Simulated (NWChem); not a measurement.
# MgBr₂; SMILES [Br][Mg][Br]

All runs: NWChem. The geometry was optimised at PBE0/def2-SVP. Level MN15/def2-SVP: energy and gradient on several grids; changes count from the extra-fine grid, which is no exact limit either.

### Question
Which is the coarsest grid (medium; fine; xfine; xcoarse; coarse) from which on the energy stays within 100 μHa and each gradient component within 200 μHa/bohr of xfine?

### Answer
coarse.
```tsv
grid	size of the energy change (μHa)	largest change of a gradient component (μHa/bohr)
xcoarse	300	40
coarse	< 10	< 30
medium	< 10	< 30
fine	< 10	< 30
xfine	< 10	< 30
```
